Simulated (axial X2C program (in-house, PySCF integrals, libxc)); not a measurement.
# Worked dissociation energy of MgPt: M06, without spin–orbit coupling

Calculated with an axial X2C code built on PySCF integrals. Spin-free means the one-electron spin-free X2C Hamiltonian. Basis: Pt dyall-cv3z [13s14p9d6f4g], Mg dyall-cv3z [9s8p6d3f] (cores contracted in-house); Gaussian nuclei, density fitting, unrestricted open shells. Masses: Pt 194.965 u, Mg 23.985 u.

Molecular state: M_S = 0, Λ = 0 (closed shell).

| Quantity | Value |
| --- | --- |
| E(Pt) (2M_S = 2, M_L = 0) | -18416.285270 hartree |
| E(Mg) (2M_S = 0, M_L = 0) | -200.373490 hartree |
| E(MgPt) at Re | -18616.731473 hartree |
| ωe | 346.5 cm⁻¹ |
| ωexe | 1.62 cm⁻¹ |

**Question.** Work out De and D0.

**Answer.** De = -18416.285270 + (-200.373490) − (-18616.731473) = 0.07271 hartree = 1.979 eV. The zero-point energy is ωe/2 − ωexe/4 = 173 cm⁻¹ = 0.021 eV, so D0 = 1.957 eV.

The state is a single determinant with fixed occupations, the lowest that a limited PBE0 search found. The closed shell is kept restricted, so the energy runs too high when the bond is stretched far. Dissociation energies refer to the lowest single-determinant-based atoms at the same level and basis. PBE0 can misorder states that lie within some tenths of an eV, so this need not be the ground state of the molecule. The nearest other spin-free determinant of the search, M_S = 1, Λ = 2, lies 0.18 eV up at the distance of the search. With spin–orbit coupling the lowest determinant has another configuration, so this spin-free state is a model.

Each atomic determinant is the lowest at this level and need not be a pure term. Totals compare only within one Hamiltonian and basis.
